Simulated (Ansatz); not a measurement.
C2H8S2Si (`CSC([SiH3])S`). Charge 0, multiplicity 1. The structure was optimised at the PBE0-D4/def2-TZVP level. It is one conformer, not always the lowest.

```xyz
13

C     0.619    1.085    1.766
S    -0.525    1.423    0.420
C    -0.855   -0.262   -0.167
Si    0.583   -0.985   -1.150
S    -2.345   -0.288   -1.188
H     0.148    0.466    2.533
H     1.536    0.610    1.417
H     0.870    2.051    2.205
H    -1.105   -0.894    0.692
H     0.342   -2.426   -1.426
H     1.864   -0.849   -0.407
H     0.673   -0.228   -2.424
H    -1.805    0.296   -2.272
```

(1) What is the dipole moment at PBE/def2-TZVPP? (Estimate.)

(2) And with r2SCAN, B3LYP, ωB97M-V? (An estimate is asked.)

(3) Give the Mulliken charges with PBE, ωB97M-V, B3LYP in def2-TZVPP. (An estimate is asked.)

Answers

(1) Ansatz gave: 1.67 D, with components (1.21, -0.51, 1.03) D in this frame, pointing from negative to positive charge.

(2) Ansatz gave: r2SCAN 1.81 D, B3LYP 1.73 D, ωB97M-V 1.75 D.

(3) Computed: 
| atom | PBE | ωB97M-V | B3LYP |
| --- | --- | --- | --- |
| C1 | -0.28 | -0.37 | -0.29 |
| S2 | -0.10 | -0.03 | -0.09 |
| C3 | -0.05 | -0.23 | -0.08 |
| Si4 | 0.17 | 0.15 | 0.25 |
| S5 | -0.17 | -0.13 | -0.16 |
| H6 | 0.11 | 0.13 | 0.11 |
| H7 | 0.11 | 0.13 | 0.12 |
| H8 | 0.12 | 0.14 | 0.12 |
| H9 | 0.11 | 0.15 | 0.11 |
| H10 | -0.05 | -0.02 | -0.06 |
| H11 | -0.06 | -0.03 | -0.07 |
| H12 | -0.05 | -0.02 | -0.06 |
| H13 | 0.11 | 0.12 | 0.11 |

B3LYP here is the variant with VWN-RPA as its local correlation; programs differ in this.
